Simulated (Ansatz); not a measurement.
Cost and result for the atomization energy of AlAsH₄S (7 atoms, 7 bonds).

Cartesian coordinates in Å:
```
Al 1.075 -0.277 0.116
As -0.411 1.688 0.055
S -0.881 -0.177 -1.316
H 2.352 -0.178 -0.813
H 0.829 -1.367 1.238
H -1.276 1.132 1.180
H -1.688 -0.822 -0.459
```

Total charge 0; spin multiplicity 1. Correlated methods include outer-core shells of As, which these sets cover unevenly. Scalar relativity is left out up to krypton. The bonds changed during the relaxation, so this is another structure than the one it started from. The structure was optimised at the PBE0-D4/def2-TZVP level. It is one conformer, not always the lowest. Program: Ansatz. All runs use 2 threads of an Arm Neoverse N1 on a shared host. Times are those of one run each, without the atoms' runs, and a repeat can differ threefold. Electronic energies, without spin–orbit coupling; frozen cores. CCSD(T)/CBS adds CCSD(T) − MP2 in def2-TZVPP to the MP2 limit, and its time is that of the two runs behind it. T1 = 0.012. With those shells the extrapolation isn't a true limit. HSE06 is the plane-wave form, built on full-range PBE exchange.

CCSD(T)/CBS is a level of theory with its own doubt, some kJ/mol a heavy atom from the limit and from the frozen cores, so smaller differences don't rank the functionals.

| level | functions | wall time |
| --- | --- | --- |
| revPBE-D4/def2-TZVPP | 188 | 4.1 s |
| BLYP-D4/def2-TZVPP | 188 | 4.4 s |
| PBE-D4/def2-TZVPP (with forces) | 188 | 5.5 s |
| CCSD(T)/def2-SVP | 88 | 6 s |
| PBE0-D4/def2-TZVPP | 188 | 6.5 s |
| HSE06-D4/def2-TZVPP | 188 | 7.5 s |
| BHLYP-D4/def2-TZVPP | 188 | 7.5 s |
| B2PLYP/def2-TZVPP | 188 | 11 s |
| r2SCAN-D4/def2-TZVPP (with forces) | 188 | 12 s |
| ωB97X-V/def2-TZVPP | 188 | 19 s |
| MP2/def2-QZVPP | 349 | 37 s |
| CCSD(T)/def2-TZVPP | 188 | 110 s |
| CCSD(T)/CBS(def2) | – | 2.4 min |

(1) What atomization energy does each give, and how far from CCSD(T)/CBS? (Estimate.)

Answers

(1) Ansatz gave: 
| level | atomization (kJ/mol) | difference from CCSD(T)/CBS | per bond |
| --- | --- | --- | --- |
| revPBE-D4/def2-TZVPP | 1715.9 | -29.5 | -4.2 |
| BLYP-D4/def2-TZVPP | 1735.6 | -9.8 | -1.4 |
| PBE-D4/def2-TZVPP (with forces) | 1749.7 | 4.3 | 0.6 |
| CCSD(T)/def2-SVP | 1577.4 | -168.0 | -24.0 |
| PBE0-D4/def2-TZVPP | 1724.5 | -20.9 | -3.0 |
| HSE06-D4/def2-TZVPP | 1724.0 | -21.4 | -3.1 |
| BHLYP-D4/def2-TZVPP | 1701.0 | -44.4 | -6.3 |
| B2PLYP/def2-TZVPP | 1703.9 | -41.5 | -5.9 |
| r2SCAN-D4/def2-TZVPP (with forces) | 1755.0 | 9.6 | 1.4 |
| ωB97X-V/def2-TZVPP | 1771.4 | 26.0 | 3.7 |
| MP2/def2-QZVPP | 1703.3 | -42.1 | -6.0 |
| CCSD(T)/def2-TZVPP | 1686.0 | -59.4 | -8.5 |
| CCSD(T)/CBS(def2) | 1745.4 | 0.0 | 0.0 |

From r2SCAN to r2SCAN0 (25 % exact exchange), in def2-TZVPP and without D4, the atomization energy moves by −30.4 kJ/mol: exact exchange takes away binding that semilocal exchange gives to molecules. In def2-TZVPP, CCSD(T) changes the Hartree–Fock value by +510.8 kJ/mol (the triples alone add +32.2 kJ/mol) and MP2 by +493.7 kJ/mol; breaking electron pairs costs correlation energy, which Hartree–Fock lacks. At CCSD(T), def2-SVP lies −168.0 kJ/mol from the extrapolated value and def2-TZVPP −59.4 kJ/mol: correlation converges slowly with the basis, and small sets miss more of it in the bonded molecule than in its fragments.
